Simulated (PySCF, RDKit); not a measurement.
Pair of molecules: C2H2 (SMILES C#C) (first 4 atoms) with CH3NO (SMILES NC=O); geometry from B3LYP-D3(BJ)/def2-TZVP, rigid monomers moved along the line of their centres of mass till H4···O7 is 2.01 Å.
(charge 0, multiplicity 1):
```tsv
atom	x (Å)	y (Å)	z (Å)
C	-0.0471	0.5566	-0.6018
C	0.3104	-0.1962	0.2602
H	-0.3539	1.2080	-1.3834
H	0.6060	-0.8313	1.0689
N	-0.5325	0.9392	3.0648
C	0.0287	-0.1406	3.6517
O	0.5807	-1.0496	3.0651
H	-0.5126	1.0362	2.0598
H	-0.9723	1.6530	3.6177
H	-0.0620	-0.1232	4.7522
```

Interaction energies are E(AB) − E(A) − E(B) at the monomers' geometry in the complex; basis-set methods are counterpoise corrected. Rows marked so take none. RDKit's UFF carries no charges.

Rows in 3-21G, 6-311+G**, 6-31G* carry no dispersion term and start afresh at each structure (6-31G* with six Cartesian d functions).

Run with PySCF for 3-21G rows, 6-311+G** rows, 6-31G* rows; RDKit for the force fields. Each number belongs to the level named beside it.

One of these levels gives 66.7 kJ/mol for the interaction energy. Which one is it?
A. UFF
B. B3LYP/3-21G (no counterpoise)
C. HF/6-31G* (no counterpoise)
D. B3LYP/6-311+G** (no counterpoise)

A, UFF. The others give -12.5 (HF/6-31G* (no counterpoise)), -40.1 (B3LYP/3-21G (no counterpoise)), -9.9 (B3LYP/6-311+G** (no counterpoise))
